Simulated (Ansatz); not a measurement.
```yaml
crystal:
  periodic: [false, false, false]
  atoms:
    - {symbol: F, position_ang: [0.702231, -0.862986, 1.716060]}
    - {symbol: P, position_ang: [0.453341, -0.624361, 0.208819]}
    - {symbol: F, position_ang: [-0.011438, -2.038815, -0.208326]}
    - {symbol: F, position_ang: [1.910009, -0.662748, -0.308221]}
    - {symbol: Ag, position_ang: [-0.850303, 1.159174, -0.392609]}
    - {symbol: Br, position_ang: [-2.203840, 3.029735, -1.015713]}
basis:
  gaussian: {orbitals: STO-3G}
hamiltonian: {xc: {name: wB97M-V}, dispersion: d4}
```

```sh
$ ansatz run in.yaml --threads 4 --pin off --events-out ev --progress --plain --max-ram 11315MiB
```

(1) How does Ansatz answer? (Best estimate.)

Results:

(1) The calculation gave: The program refused the input.
```
Error: invalid value for `hamiltonian.dispersion`: no damping is tabulated for this functional; type it, or the functional that lends it
```
